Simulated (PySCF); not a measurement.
## Correlation energy of Cl⁺ (chlorine, charge +1)

[Ne] 3s2 3p3 3d1, high-spin 5D determinant (an excited configuration). Computed with PySCF 2.14 in aug-cc-pwCVTZ, with the non-relativistic Hamiltonian (point nucleus). Frozen: [Ne]; 6 electrons correlated.

MP2 pair energies summed by pair of shells (mhartree):

| pair | energy | share (%) |
| --- | --- | --- |
| 3s-3p | -57.82 | 54.0 |
| 3p-3p | -16.93 | 15.8 |
| 3s-3d | -11.45 | 10.7 |
| 3p-3d | -10.70 | 10.0 |
| 3s-3s | -10.22 | 9.5 |

Total MP2 correlation energy: -107.14 mhartree.

Same-spin part -32.51 and opposite-spin part -74.63 mhartree; SCS-MP2 scales them by 1/3 and 6/5 to -100.39 mhartree.
